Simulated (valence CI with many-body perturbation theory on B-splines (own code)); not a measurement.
Questions on Sc16+

Method: valence CI with perturbative core correlation (CI+MBPT): three valence electrons over a frozen Dirac-Fock core [He], radial functions for each j: 11 s, 11 p, 10 d, 8 f, 5 g, 2 h, with the one-electron correlation potential Σ1 (screened to all orders), the two-electron term Σ2, the three-electron term Σ3, Breit, model QED; selected single and double excitations, second order for the rest, scaled by the run's own slope (own B-spline code, finite nucleus).

No measured levels were compared; by estimate levels of excited configurations hold to 0.05 to 0.15 % of their energy, terms of the ground configuration to about 0.5 %.

Names give the largest LS component (configuration and term), which can be under half, so a name can repeat, a term be missing and a line seem to break the LS rules; names also repeat where a configuration has a term twice.

Rates and lifetimes use the calculated energies. Strong lines usually hold to 10 to 20 %, long lifetimes can be off by a factor of two.

Question: What is the ground level?

Answer: 2s2.2p 2P°_1/2, composition 97 % 2s2.2p 2P° + 3 % 2p3 2P°, g = 0.663.

Question: Where does the other parity begin?

Answer: At 2s.2p2 4P_1/2, 35.72 eV.

Question: How is the term 2P° of the ground level split?

Answer: J = 1/2 at 0.00, J = 3/2 at 5.66 eV.

Question: Among levels below 914.23 eV, which E1 lines absorb most strongly from the ground level?

Answer: to 2s2.3d 2D_3/2 at 1.916 nm, f = 0.659; to 2s.2p.3p 2D_3/2 at 1.841 nm, f = 0.151; to 2s2.4d 2D_3/2 at 1.469 nm, f = 0.124.

Question: How well does LS coupling describe the low levels?

Answer: Among the lowest 20 levels the leading LS term, summed over configurations, holds 95 % on average. For single configurations the figures are 93 % in LS and 77 % in jj coupling. Terms mix most in the J = 1/2 level at 78.46 eV, where the leading one holds 59 %.

Question: What is the ionisation energy?

Answer: 1093.5 eV; NIST lists 1093.5 ± 0.4 eV (semi-empirical).
